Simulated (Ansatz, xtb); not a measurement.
**A geometry optimisation of CHClSn with r2SCAN-D4/def2-SVP**

The starting geometry of this gas-phase singlet was built from a drawn formula by distance geometry and a force field; its bonds are those of `Cl[C]#[SnH]`.

```xyz
4

C     1.2962    0.8821   -0.2599
Cl    0.3064   -0.3642   -1.0163
Sn    2.2574    2.1072    0.5175
H     3.2051    3.3675    1.3508
```

Problem. Predict what becomes of its bonds when it is optimised with r2SCAN-D4/def2-SVP.

Solution. It rearranges to `Cl[CH]=[Sn]`. Distances that change by over a tenth: C1–Sn3 (1.74 → 2.03 Å). Contacts that open: Sn3–H4 (1.78 → 2.87 Å). Contacts that close: C1–H4 (3.52 → 1.10 Å).

The energy falls by 3.66 eV over 30 steps:

| step | E − E(last) (eV) |
| --- | --- |
| 1 | 3.663 |
| 4 | 3.154 |
| 7 | 2.268 |
| 11 | 1.919 |
| 14 | 1.903 |
| 17 | 1.877 |
| 20 | 1.397 |
| 24 | 0.113 |
| 27 | 0.001 |
| 30 | 0.000 |

Final geometry (Å):

```xyz
4

C     1.6777    1.6196    0.3014
Cl    0.6515    0.4041   -0.4437
Sn    3.6030    1.7839   -0.3367
H     1.1329    2.1851    1.0711
```

From the same start GFN2-xTB reaches the same bonding as this run.

No frequencies were run, so the end isn't proven a minimum. Atoms past krypton carry core potentials, without spin–orbit terms. Run with Ansatz 0.2.0, 2.6 min on 1 thread of AMD EPYC (Zen 3), with other jobs on the host.
